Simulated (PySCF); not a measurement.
Relaxation of triplet Ni₂O

Method: UB3LYP in PySCF with O def2-SVP, Ni def2-SVP; no relativity; density-fitted integrals. A (50,194) grid was used.

A start displaced from a saddle point along its imaginary mode, of C2v symmetry, held to at least that symmetry:

Coordinates in bohr (charge 0 multiplicity 3):
```
O    -0.0038    0.2267    0.0000
Ni    0.0005   -0.0313    3.2283
Ni    0.0005   -0.0313   -3.2283
```

Optimiser trace:
| step | E − E(last) (kJ/mol) | largest gradient (Eh/bohr) |
| --- | --- | --- |
| 0 | 36.39 | 0.00425 |
| 1 | 35.72 | 0.00517 |
| 2 | 34.73 | 0.00643 |
| 3 | 33.21 | 0.00783 |
| 4 | 31.05 | 0.00815 |
| 5 | 28.74 | 0.00745 |
| 6 | 22.98 | 0.02585 |
| 7 | 19.00 | 0.01159 |
| 8 | 16.05 | 0.00919 |
| 9 | 7.59 | 0.01182 |
| 10 | 2.63 | 0.00817 |
| 11 | 1.72 | 0.01334 |
| 12 | 0.14 | 0.00411 |
| 13 | 0.04 | 0.00063 |
| 14 | 0.00 | 0.00010 |
| 15 | 0.00 | 0.00003 |

It ends at C2v with Ni–Ni 2.544 Å, O–Ni 1.747 Å (×2); Ni–Ni–O 43.3° (×2), Ni–O–Ni 93.4°. No frequency check is given, so it may be a saddle point.

Final geometry:
```xyz
3
charge 0 multiplicity 3, angstrom
O    -0.0137    0.8275    0.0000
Ni    0.0061   -0.3703    1.2722
Ni    0.0061   -0.3703   -1.2722
```

With open d or f shells other occupations or spin states may lie lower.
